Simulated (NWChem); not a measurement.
Molecule: BH, singlet; SMILES [BH]

Computed with NWChem. Low-valent species are run as closed-shell singlets; no triplet was tried in these runs. All runs use the structure optimised with PBE0/def2-SVP. Ions are spin-unrestricted doublets at the neutral geometry; other ion states weren't tried.

Problem. Estimate the computed values for PBE/def2-SVP. Quantities: vertical ionisation energy, ΔSCF (eV); −ε(HOMO) (eV).

Solution. 
```yaml
vertical ionisation energy, ΔSCF (eV): 9.56
"−ε(HOMO) (eV)": 5.42
```
